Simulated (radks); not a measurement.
Radial electron density D(r) = 4 pi r^2 rho(r) of an atom or ion with 58 electrons. All-electron calculation, scalar-relativistic Kohn-Sham, BLYP, spin-polarised, spherical densities, finite nucleus; Fermi nuclear charge, rms radius of each element as measured or else 0.836 A^(1/3) + 0.57 fm. Program: a radial shooting solver on a logarithmic mesh with Libxc functionals.

```
   r/bohr * D(r) (the largest magnitude, 100, reaches the edge; | marks zero)
 0.003468 |          *
 0.004738 |               *
 0.006472 |                       *
 0.008772 |                               *
  0.01198 |                                      *
  0.01624 |                                         *
  0.02219 |                                       *
  0.03007 |                                    *
  0.04108 |                                      *
  0.05568 |                                               *
  0.07606 |                                                      *
   0.1031 |                                               *
   0.1408 |                                       *
   0.1909 |                                             *
   0.2607 |                                         *
   0.3562 |                     *
   0.4828 |                 *
   0.6595 |                  *
   0.8939 |          *
    1.221 |    *
    1.655 |   *
    2.261 | *
    3.064 |*
    4.186 *
    5.673 *
    7.751 *
     10.5 *
    14.35 *
```

What is the nuclear charge?

Answer. Z = 58. The innermost maximum, from 1s, lies near gamma/Z bohr with gamma = sqrt(1 - (Z/c)^2) = 0.906, here 0.0156 bohr (found: 0.0172), and its height grows with Z. The density is that of neutral cerium in [Xe] 4f1 5d1 6s2; the configuration itself is not fixed sharply by these data, and Z only to a few units. D(r) has 4 maxima, at r = 0.0172, 0.0761, 0.213, 0.594 bohr, and minima at 0.0331, 0.141, 0.435 bohr, inside which lie 1.97, 11.16, 29.01 electrons.
